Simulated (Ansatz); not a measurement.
Al3Ga2⁺. Charge 1, multiplicity 1. Geometry r2SCAN-D4/def2-SVP; atoms count from 1.

```xyz
5

Al    0.811    1.503    1.952
Al   -0.638   -0.536    1.451
Al    0.176   -0.274   -2.369
Ga   -1.159   -1.627   -0.642
Ga    0.810    0.934   -0.391
```

The restricted singlet is unstable: a solution with broken spin symmetry lies lower. The geometry of the singlet was relaxed on an unsound state (restricted singlet, unstable towards broken spin symmetry at other levels and untested here). At PBE0-D4/def2-TZVP a triplet of charge 1 lies 0.09 eV below the restricted singlet, each at its own geometry. The structure comes from a short search, and lower isomers may exist.

(1) Estimate the Mulliken populations from the PBE0/def2-TZVP orbitals of Ansatz.

(2) And the Mayer bond orders between bonded heavy atoms (over 0.3)?

## Answers

(1) 
| atom | charge (e) |
| --- | --- |
| Al1 | 0.35 |
| Al2 | 0.16 |
| Al3 | 0.40 |
| Ga4 | 0.16 |
| Ga5 | -0.08 |
Mulliken values and Mayer orders depend strongly on the basis.

(2) Al1–Al2 0.73 (2.55 Å); Al1–Ga5 0.96 (2.41 Å); Al2–Ga4 0.92 (2.42 Å); Al2–Ga5 0.64 (2.77 Å); Al3–Ga4 0.66 (2.57 Å); Al3–Ga5 0.95 (2.40 Å). Values over 0.3 also appear between atoms too far apart for a bond (Al1–Al3 0.32 at 4.71 Å; Al1–Ga4 0.31 at 4.52 Å; Al2–Al3 0.36 at 3.91 Å; Ga4–Ga5 0.40 at 3.24 Å); they arise where an orbital or an unpaired electron spreads over both atoms.
